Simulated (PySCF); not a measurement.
# `B[AsH]C`, CH6AsB

Cartesian coordinates in Å; atom numbers follow the order of the lines, from 1:
```xyz
9

B     1.6446    0.3176   -0.1768
As    0.1909    0.0402    1.1326
C    -1.2546   -0.5461   -0.1001
H     2.4372    1.1684   -0.0379
H     1.8106   -0.4413   -1.0549
H    -0.2318    1.4826    1.2054
H    -1.3094    0.0820   -0.9872
H    -2.2193   -0.5265    0.4056
H    -1.0547   -1.5709   -0.4119
```

Method used: GIAO BHandHLYP/pcSseg-1 magnetisability, rotational g tensor and spin-rotation constants, non-relativistic, gas phase in PySCF 2.14.0. Geometry: GFN2-xTB.

The calculation is non-relativistic, which matters for the atoms heavier than Zn.

(1) Give the nuclear spin-rotation constants along the inertial axes (H = +C I·J) beside the isotropic shieldings.

(2) How do the rotational constants and the g tensor change when H4, H5, H6, H7, H8, H9 are replaced by deuterium?

Answers

(1) Rotational constants 11.7608, 6.6195, 4.5769 GHz. A star marks the isotopologue with that one atom substituted, in its own axes.
| atom | isotope | Caa (kHz) | Cbb (kHz) | Ccc (kHz) | mean (kHz) | σ (ppm) |
| --- | --- | --- | --- | --- | --- | --- |
| B1 | 11B | 5.534 | 2.985 | 1.360 | 3.293 | -4.9 |
| As2 | 75As | 14.574 | 8.877 | 6.287 | 9.913 | 1617.0 |
| H4 | 1H | 1.018 | -0.524 | -0.190 | 0.101 | 22.2 |
| H5 | 1H | -0.979 | 0.509 | -0.140 | -0.203 | 22.3 |
| H6 | 1H | -1.282 | -0.571 | 0.132 | -0.574 | 28.1 |
| H7 | 1H | -1.229 | -0.294 | -0.206 | -0.576 | 30.2 |
| H8 | 1H | -0.286 | -0.508 | -0.493 | -0.429 | 31.0 |
| H9 | 1H | -1.156 | -0.609 | -0.067 | -0.611 | 30.7 |
| C3 | 13C* | 1.411 | 0.748 | 0.497 | 0.885 | 185.7 |

For the geometry as given, no vibrational averaging.

(2) Constants 8.9329, 5.0726, 3.6406 GHz; g -0.0497, -0.0352, -0.0136, against -0.0646, -0.0440, -0.0184 before.
